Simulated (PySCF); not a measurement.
This script is equivalent to a calculation on As⁺ (arsenic, charge +1).

```python
from pyscf import gto, scf, dft, mp, cc
import basis_set_exchange as bse
mol = gto.M(atom="As 0 0 0", charge=1, spin=2, symmetry="D2h",
            basis=gto.basis.parse(bse.get_basis("x2c-SVPall", elements=["As"], fmt="nwchem", header=False)),
            nucmod="G")
mf = scf.UHF(mol).sfx2c1e()
mf.irrep_nelec = {'Ag': (6, 6), 'B1g': (1, 1), 'B2g': (1, 1), 'B3g': (1, 1), 'B1u': (3, 2), 'B2u': (3, 2), 'B3u': (2, 2)}
mf.kernel()
```

What total energy does it give?

-2258.27608 hartree (calculated).

Which occupied shell lies highest, and where?

4p α, at -18.449 eV.

What is ⟨S²⟩, and what would a pure spin state give?

2.008, against 2.00.
